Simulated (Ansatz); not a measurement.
Relaxation of CH$_{3}$FSe (6 atoms, charge 0, multiplicity 1), to a largest force component of 0.015 eV/Å in at most 40 steps.

All numbers below come from RKS PBE/def2-SVP in Ansatz 0.2.0.

```xyz
6
Properties=species:S:1:pos:R:3
F 0.523 -0.025 -1.386
C -0.051 -0.490 -0.225
Se -0.923 0.945 0.772
H 0.843 -0.926 0.376
H -0.799 -1.272 -0.479
H 0.449 1.705 0.895
```

Question: Where does it end, and by what steps?

Answer: The forces met the threshold. After 5 steps the energy has fallen by 0.164 eV; H6 moved furthest, 0.18 Å.

| step | energy less start (eV) | largest force component (eV/Å) | accepted |
| --- | --- | --- | --- |
| 0 | 0.0000 | 1.743 | yes |
| 1 | -0.1506 | 0.449 | yes |
| 2 | -0.1600 | 0.188 | yes |
| 3 | -0.1633 | 0.082 | yes |
| 4 | -0.1625 | 0.093 | no |
| 5 | -0.1642 | 0.009 | yes |

```xyz
6
Properties=species:S:1:pos:R:3
F 0.495 -0.117 -1.498
C 0.002 -0.479 -0.271
Se -0.881 0.993 0.691
H 0.825 -0.877 0.358
H -0.789 -1.251 -0.387
H 0.390 1.667 1.061
```

Whether the end is a true minimum wasn't checked by a vibrational analysis.

Time of the run: 8.1 s on 1 thread of Intel(R) Xeon(R) Platinum 8488C (Sapphire Rapids) (shared host), peak memory 0.16 GiB.
